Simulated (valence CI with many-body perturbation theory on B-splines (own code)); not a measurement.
## Forbidden lines of Tm XXI

Calculated by relativistic CI+MBPT: three valence electrons over a frozen Dirac-Fock core [Kr] 4d10, radial functions for each j: 8 s, 8 p, 9 d, 9 f, 6 g, 3 h, 2 i, with the one-electron correlation potential Σ1 (screened to all orders), the two-electron term Σ2, the three-electron term Σ3, Breit, model QED; selected single and double excitations, second order for the rest (own B-spline code, finite nucleus).

No measured levels were compared; by estimate terms of the open shell hold to a few per cent of their energy, and close levels can change places. Core correlation moves these levels by up to 43000 cm⁻¹, and in measured spectra 5 to 20 % of such shifts remained as error; rates that hang on mixing are uncertain with them.

Lines 1 to 50 of 120 in falling wavelength, among levels below 63.927 eV, chosen from the decays that carry over 1 % of a level's rate. Wavelengths and rates use the calculated energies, so an error of 2000 cm⁻¹ moves a line at 2914 nm by 58 % and its rate by three times that or more. Weak lines are less certain than strong ones. Lines between different terms over intervals too small for the method are left out, as are lines whose strength nearly cancels. Where a level lies close to another of its J and parity, the split of strength between their lines is uncertain.

Names give the largest LS component (configuration and term), which can be under half, so a name can repeat, a term be missing and a line seem to break the LS rules; names also repeat where a configuration has a term twice. Letters in brackets count levels of one name in rising energy.

| λ vac (nm) | Upper | Lower | Type | A (s⁻¹) | Branch % |
| --- | --- | --- | --- | --- | --- |
| 2914 | 4f3 4S°_3/2 | 4f3 4F°_5/2 | M1 | 1.55e-01 | 1.7 |
| 2690 | 4f3 4F°_7/2 | 4f3 4F°_5/2 | M1 | 1.27e+00 | 14.2 |
| 2592 | 4f3 4G°_7/2 | 4f3 4G°_5/2 | M1 | 1.12e+00 | 2.8 |
| 2307 | 4f3 2L°_17/2 | 4f3 2L°_15/2 | M1 | 7.90e-01 | 1.5 |
| 2180 | 4f3 4G°_5/2 | 4f3 4F°_7/2 | M1 | 3.94e-01 | 9.5 |
| 2141 | 4f3 2P°_1/2 | 4f3 2D°_3/2 [a] | M1 | 9.14e-01 | 1.3 |
| 1764 | 4f3 4D°_3/2 | 4f3 2D°_5/2 [a] | M1 | 1.45e+00 | 5.1 |
| 1599 | 4f3 4D°_1/2 | 4f3 4D°_3/2 | M1 | 1.06e+01 | 26.5 |
| 1416 | 4f3 4F°_7/2 | 4f3 2H°_9/2 [a] | M1 | 3.08e+00 | 34.6 |
| 1413 | 4f3 4F°_5/2 | 4f3 4F°_3/2 | M1 | 1.19e+01 | 100.0 |
| 1316 | 4f3 4F°_9/2 | 4f3 4F°_7/2 | M1 | 6.44e+00 | 7.7 |
| 1286 | 4f3 2I°_13/2 | 4f3 2I°_11/2 | M1 | 4.12e+00 | 6.0 |
| 1284 | 4f3 4G°_11/2 | 4f3 4G°_9/2 | M1 | 1.05e+01 | 26.4 |
| 1204 | 4f3 4G°_5/2 | 4f3 4F°_5/2 | M1 | 4.55e-01 | 11.0 |
| 1184 | 4f3 4G°_7/2 | 4f3 4F°_7/2 | M1 | 3.72e+00 | 9.2 |
| 1165 | 4f3 2K°_15/2 | 4f3 2K°_13/2 | M1 | 6.21e+00 | 4.3 |
| 1121 | 4f3 2I°_11/2 | 4f3 4G°_11/2 | M1 | 3.95e+00 | 5.2 |
| 1085 | 4f3 4G°_9/2 | 4f3 2H°_11/2 [a] | M1 | 8.29e-01 | 1.0 |
| 1074 | 4f3 4I°_15/2 | 4f3 4I°_13/2 | M1 | 2.47e+01 | 100.0 |
| 1043 | 4f3 2D°_5/2 [a] | 4f3 2D°_3/2 [a] | M1 | 2.43e+00 | 2.6 |
| 995.9 | 4f3 4I°_13/2 | 4f3 4I°_11/2 | M1 | 4.65e+01 | 100.0 |
| 958.4 | 4f3 4G°_9/2 | 4f3 4G°_7/2 | M1 | 3.15e+01 | 39.1 |
| 951.7 | 4f3 4S°_3/2 | 4f3 4F°_3/2 | M1 | 9.01e+00 | 98.3 |
| 944.2 | 4f3 4D°_3/2 | 4f3 2P°_1/2 | M1 | 3.18e+00 | 11.2 |
| 926.1 | 4f3 4I°_11/2 | 4f3 4I°_9/2 | M1 | 4.97e+01 | 100.0 |
| 886.3 | 4f3 4G°_9/2 | 4f3 4F°_9/2 | M1 | 3.28e+00 | 4.1 |
| 842.6 | 4f3 2G°_7/2 [a] | 4f3 4G°_5/2 | M1 | 3.17e+01 | 40.2 |
| 822.1 | 4f3 4G°_7/2 | 4f3 4F°_5/2 | M1 | 2.21e+01 | 54.5 |
| 815.3 | 4f3 2D°_3/2 [b] | 4f3 2D°_5/2 [a] | M1 | 1.17e+01 | 4.9 |
| 811.8 | 4f3 2G°_9/2 [a] | 4f3 2G°_7/2 [a] | M1 | 2.46e+01 | 14.5 |
| 786.7 | 4f3 4D°_7/2 | 4f3 4D°_5/2 | M1 | 2.83e+01 | 59.2 |
| 685.0 | 4f3 4D°_5/2 | 4f3 2D°_3/2 [a] | M1 | 1.92e+01 | 21.0 |
| 682.1 | 4f3 4F°_9/2 | 4f3 2H°_9/2 [a] | M1 | 4.27e+01 | 51.1 |
| 655.3 | 4f3 4D°_3/2 | 4f3 2D°_3/2 [a] | M1 | 6.06e-01 | 2.1 |
| 650.1 | 4f3 4G°_5/2 | 4f3 4F°_3/2 | M1 | 2.86e+00 | 69.1 |
| 644.8 | 4f3 4G°_7/2 | 4f3 2H°_9/2 [a] | M1 | 6.50e+00 | 16.0 |
| 620.6 | 4f3 4D°_5/2 | 4f3 2G°_7/2 [a] | M1 | 1.49e+00 | 1.6 |
| 607.7 | 4f3 2G°_7/2 [a] | 4f3 4F°_7/2 | M1 | 2.22e+01 | 28.1 |
| 599.0 | 4f3 2I°_13/2 | 4f3 4G°_11/2 | M1 | 1.52e+00 | 2.2 |
| 598.6 | 4f3 2I°_11/2 | 4f3 4G°_9/2 | M1 | 1.23e+01 | 16.1 |
| 597.9 | 4f3 2H°_11/2 [a] | 4f3 2H°_9/2 [a] | M1 | 4.01e+01 | 37.0 |
| 593.6 | 4f3 4D°_1/2 | 4f3 2P°_1/2 | M1 | 7.70e+00 | 19.3 |
| 588.1 | 4f3 4G°_11/2 | 4f3 2H°_11/2 [a] | M1 | 1.36e+01 | 34.2 |
| 581.9 | 4f3 2D°_3/2 [b] | 4f3 2P°_1/2 | M1 | 3.32e+01 | 13.9 |
| 564.4 | 4f3 4D°_7/2 | 4f3 2D°_5/2 [a] | M1 | 7.95e+00 | 16.6 |
| 547.7 | 4f3 2D°_3/2 [a] | 4f3 4S°_3/2 | M1 | 8.04e+01 | 50.6 |
| 529.7 | 4f3 4G°_9/2 | 4f3 4F°_7/2 | M1 | 3.31e+00 | 4.1 |
| 524.4 | 4f3 4G°_11/2 | 4f3 4F°_9/2 | M1 | 7.92e-01 | 2.0 |
| 523.3 | 4f3 2G°_9/2 [a] | 4f3 2H°_11/2 [a] | M1 | 1.83e+01 | 10.8 |
| 523.1 | 4f3 2D°_5/2 [a] | 4f3 4G°_7/2 | M1 | 1.10e+01 | 11.9 |
